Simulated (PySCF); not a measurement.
Computed shifts of a molecule C8H6N2O3S, PBE/pcSseg-1 run with PySCF, GIAO, gas phase, equivalent atoms averaged, in ppm (number of nuclei): ¹³C: 167.2 (1), 157.4 (1), 148.4 (1), 147.1 (1), 113.2 (1), 113.1 (1), 72.2 (1), 71.5 (1). ¹⁵N: 366.1 (1), 347.6 (1). ¹H: 8.44 (1), 6.77 (1), 4.65 (2), 4.56 (2). References: ¹³C against TMS (σ = 182.0 ppm); ¹⁵N against NH3 (σ = 267.0 ppm); ³³S against H2S (σ = 706.5 ppm); ¹⁷O against H2O (σ = 334.3 ppm); ¹H against TMS (σ = 31.49 ppm), references at their B3LYP-D3(BJ)/def2-TZVP geometries, non-relativistic. The structure is a stationary point at PBE-D3(BJ)/def2-SVP. One conformer was computed; it need not be the lowest.

Which structure fits?
(A) C#Cc1cnc(C=O)nc1S(C)(=O)=O
(B) C#Cc1ncc(C=O)nc1S(C)(=O)=O
(C) O=S(=O)(c1ccccc1)c1nnco1
(D) c1nnc(-c2scc3c2OCCO3)o1

D, c1nnc(-c2scc3c2OCCO3)o1
